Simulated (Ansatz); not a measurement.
A nudged elastic band was laid between two geometries of C₂H₇NSSi (12 atoms, charge 0, multiplicity 1).

Theory: Ansatz 0.2.0, RKS PBE-D4/def2-SVP.

```yaml
movable_images: 3
climbing_image: yes
spring: 5.0 eV/Å²
optimiser: quadratic models (default)
start_path: IDPP
force_threshold: 0.03 eV/Å
iteration_limit: 60
end_points: relaxed
```

Image 0:

```xyz
12
Properties=species:S:1:pos:R:3
C -1.815 1.016 0.040
N -0.799 0.356 -0.356
C 0.439 1.042 -0.609
S 1.769 0.318 0.458
Si 1.045 -1.729 0.505
H -2.760 0.479 0.254
H -1.809 2.124 0.187
H 0.724 0.880 -1.670
H 0.419 2.140 -0.402
H 2.215 -2.446 1.126
H -0.157 -1.955 1.377
H 0.806 -2.280 -0.874
```

Image 4:

```xyz
12
Properties=species:S:1:pos:R:3
C -1.821 0.568 -0.192
N -0.909 1.153 0.485
C 0.364 1.356 -0.158
S 1.728 0.485 0.743
Si 1.123 -1.561 0.419
H -2.808 0.383 0.275
H -1.685 0.226 -1.250
H 0.391 1.053 -1.234
H 0.646 2.427 -0.082
H 2.289 -2.381 0.890
H -0.111 -1.954 1.184
H 0.870 -1.808 -1.046
```

Task: What changes between the two ends?

Result: No bond is made or broken. The dihedral C1–N2–C3–H8 goes from -121 to 5°.

Task: Give the energies along the band, and the barrier.

Result: The forces met the threshold. The highest image is number 3 of 0 to 4, 0.097 eV above the first end and 0.023 eV above the last; the last end lies 0.075 eV above the first. The profile has 2 maxima (images 1, 3) with wells between them (image 2): this band takes more than one step, which may be the mechanism or a detour left from its start path. Another band between the same ends (5 images) ends at a top of the same energy, where a vibrational analysis finds 1 clearly imaginary mode. So few images can step over the top or miss a turn of the path.

```json
{"image": "0", "path coordinate (Å)": "0.00", "energy (eV)": "0.000", "dihedral C1–N2–C3–H8 (°)": "-121"}
{"image": "1", "path coordinate (Å)": "1.81", "energy (eV)": "0.094", "dihedral C1–N2–C3–H8 (°)": "-63"}
{"image": "2", "path coordinate (Å)": "3.63", "energy (eV)": "0.005", "dihedral C1–N2–C3–H8 (°)": "-1"}
{"image": "3", "path coordinate (Å)": "5.45", "energy (eV)": "0.097", "dihedral C1–N2–C3–H8 (°)": "-4"}
{"image": "4", "path coordinate (Å)": "6.95", "energy (eV)": "0.075", "dihedral C1–N2–C3–H8 (°)": "5"}
```

Task: What is the geometry of the highest image?

Result: 
```xyz
12
Properties=species:S:1:pos:R:3
C -1.746 0.733 -0.231
N -0.735 0.797 0.547
C 0.488 1.338 0.014
S 1.932 0.203 0.294
Si 0.970 -1.731 0.277
H -2.695 0.308 0.151
H -1.734 1.085 -1.293
H 0.438 1.588 -1.075
H 0.752 2.257 0.578
H 2.141 -2.672 0.226
H 0.148 -2.031 1.497
H 0.118 -1.928 -0.950
```

The band took 37 iterations and about 13 core-minutes.

Run time: 6.7 min on 2 threads of Arm Neoverse N1, with other jobs on the host, peak memory 0.16 GiB.
